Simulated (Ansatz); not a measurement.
The cluster Be3Br4⁺, relaxed as a doublet with UKS PBE0-D4/def2-SVP in Ansatz, starting from the GFN1-xTB geometry. Force threshold 0.02 eV/Å.

Another isomer (doublet) lies 0.71 eV lower at PBE0-D4/def2-TZVP; other spin states weren't run for this one.

Start:

Cartesian coordinates in Å:
```
Be -0.883 0.415 -0.085
Be -3.639 -0.214 -0.404
Be 2.996 -0.140 0.288
Br -1.757 -1.118 -1.326
Br -2.575 1.340 0.879
Br 4.629 -1.308 0.493
Br 1.229 1.025 0.155
```

Problem. Estimate the energy that the relaxation releases and the steps that it takes.

Solution. 10.6 kcal/mol, in 17 steps; 3.4 min on 4 threads of Intel Xeon on a shared host. The force fell under the threshold at step 13, but the optimiser went on and released 0.004 eV more. No frequencies were taken in this run, so the end may be a saddle point.

Problem. Does the start keep its bonding and symmetry?

Solution. By distances, no bond broke or formed. The bond that changes most is Be3–Br6, from 2.02 to 1.91 Å (atoms count from 1).

Problem. Predict the relaxed structure.

Solution. 
```csv
atom,x (Å),y (Å),z (Å)
Be1,-0.663,0.590,0.149
Be2,-3.014,-0.592,-0.486
Be3,2.368,-0.081,0.189
Br4,-0.784,-1.337,-0.615
Br5,-2.520,1.487,0.355
Br6,3.406,-1.616,-0.278
Br7,1.207,1.551,0.686
```
Bond lengths (bridged metal pairs left out): 7 × Be–Br 1.91 to 2.35 Å.
